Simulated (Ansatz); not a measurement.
One change: `[CH3][Sn]([Cl])([Cl])[Cl]` becomes `[SiH3][Sn]([Cl])([Cl])[Cl]`.

Ansatz, PBE0-D4/def2-TZVP geometries, multiplicity 1. 

Elements past krypton have def2 core potentials.

```tsv
property	`[CH3][Sn]([Cl])([Cl])[Cl]`
ideal-gas entropy at 298 K and 1 bar (rigid rotor, harmonic PBE0-D4/def2-TZVP) / J/(mol·K)	393
LUMO energy (B3LYP/def2-TZVPP) / eV	-2.30
HOMO energy (ωB97M-V/def2-TZVPP) / eV	-11.23
size of the dipole moment (B3LYP/def2-TZVPP) / D	3.36
LUMO energy (PBE0/def2-TZVPP) / eV	-2.00
HOMO energy (PBE/def2-TZVPP) / eV	-7.75
```

Problem. Give the same properties after the change, and the shifts. (Best estimate.)

Solution. Ansatz gave: 
| property | `[SiH3][Sn]([Cl])([Cl])[Cl]` | shift |
| --- | --- | --- |
| ideal-gas entropy at 298 K and 1 bar (rigid rotor, harmonic PBE0-D4/def2-TZVP) / J/(mol·K) | 415 | 22 |
| LUMO energy (B3LYP/def2-TZVPP) / eV | -2.45 | -0.15 |
| HOMO energy (ωB97M-V/def2-TZVPP) / eV | -10.67 | 0.56 |
| size of the dipole moment (B3LYP/def2-TZVPP) / D | 4.00 | 0.64 |
| LUMO energy (PBE0/def2-TZVPP) / eV | -2.19 | -0.19 |
| HOMO energy (PBE/def2-TZVPP) / eV | -7.49 | 0.26 |

With PBE0 the HOMO rises by 0.40 eV and the LUMO falls by 0.19 eV, so the gap narrows by about 0.59 eV. PBE moves the HOMO by 0.26 eV and ωB97M-V by 0.56 eV. Dipoles are sizes alone; their direction can turn.

B3LYP here is the variant with VWN-RPA as its local correlation; programs differ in this.
